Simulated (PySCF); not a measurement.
Predicted microwave data (PBE0-D3(BJ)/def2-SVP geometry optimisation, gas phase in PySCF 2.14.0) for one isomer of C6H11F:

| Item | Value |
| --- | --- |
| Rotational constants | A = 6249, B = 946.2, C = 907.7 MHz |
| Dipole components | \|μa\| = 0.71 D, \|μb\| = 1.11 D, \|μc\| = 1.04 D |
| Inertial defect | -58.19 u·Å² |
| κ | -0.99 |

**Question.** Which structure is it? (One computed conformer of each.)
A. `[CH3:1][CH2:2]/[CH:3]=[CH:4]/[CH2:5][CH2:6][F:7]` with C1–C2–C3–C4 120°, C3–C4–C5–C6 125°, C4–C5–C6–F7 60°
B. `[F:1][CH:2]1[CH2:3][CH2:4][CH2:5][CH2:6][CH2:7]1` with F1–C2–C3–C4 66°, C2–C3–C4–C5 54°, C3–C4–C5–C6 -55°, C4–C5–C6–C7 55°
C. `[CH3:1][CH2:2][C@@H:3]1[CH2:4][CH2:5][C@@H:6]1[F:7]` with C1–C2–C3–C4 176°, C2–C3–C4–C5 -98°, C3–C4–C5–C6 -18°, C4–C5–C6–F7 140°, C2–C3–C6–C5 97°

**Answer.** A. It is CC/C=C/CCF, a near-prolate asymmetric top, point group C1. The candidates at the same level (rigid rotor, commonest isotopes):

| SMILES | A (MHz) | B (MHz) | C (MHz) | μa (D) | μb (D) | μc (D) | Δ (u·Å²) | point group | rotor |
| --- | --- | --- | --- | --- | --- | --- | --- | --- | --- |
| CC[C@@H]1CC[C@@H]1F | 3721 | 2309 | 1633 | 0.71 | 1.31 | 0.44 | -45.29 | C1 | asymmetric top |
| FC1CCCCC1 | 3575 | 2664 | 2007 | 0.88 | 0.00 | 1.36 | -79.25 | Cs | asymmetric top |
| CC/C=C/CCF | 6249 | 946.2 | 907.7 | 0.71 | 1.11 | 1.04 | -58.19 | C1 | near-prolate asymmetric top |

`FC1CCCCC1` has B 182 % too high; `CC[C@@H]1CC[C@@H]1F` has B 144 % too high. No structure here is proved a minimum.
